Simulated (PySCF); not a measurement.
# `InChI=1S/C6H4O/c1-2-3-4-5-6-7/h1,3,5-6H`

Cartesian coordinates in Å; atom numbers follow the order of the lines, from 1:
```xyz
11

C     3.022    0.476   -0.601
C     2.095    0.151    0.088
C     1.020   -0.247    0.914
C    -0.218    0.090    0.692
C    -1.464    0.388    0.449
C    -2.330   -0.461   -0.374
O    -3.484   -0.223   -0.615
H     3.831    0.761   -1.204
H     1.280   -0.854    1.775
H    -1.919    1.285    0.850
H    -1.828   -1.364   -0.769
```

Theory: PySCF 2.14.0, TDDFT CAM-B3LYP/def2-SVPD excited states, vertical, gas phase. Geometry: GFN2-xTB.

(1) Give the one- and two-photon strengths of the lowest singlets.

## Answers

(1) δ for parallel linear polarisation; σ at the peak of a Lorentzian of half width 0.1 eV, single beam; Ω is circular over linear.
```csv
state,E (eV),f,photon λ (nm),δ (au),σ (GM),Ω,main
S1,3.89,0.000,637,<0.1,0.00,–,"HOMO→LUMO 0.54, HOMO−1→LUMO 0.38"
S2,4.86,0.000,510,0.92,0.01,0.99,"HOMO−1→LUMO 0.48, HOMO→LUMO 0.39"
S3,5.65,0.000,439,0.34,0.00,0.91,"HOMO−2→LUMO+1 0.79, HOMO−3→LUMO+1 0.13"
S4,5.72,0.322,433,5.53,0.07,1.30,HOMO→LUMO+1 0.80
S5,5.88,0.001,422,0.12,0.00,1.43,"HOMO−3→LUMO+1 0.81, HOMO−2→LUMO+1 0.14"
```

Among these, the strongest one-photon state is S4, the strongest two-photon state S4, with a dipole change of 0.8 D (relaxed, norm of the difference vector).
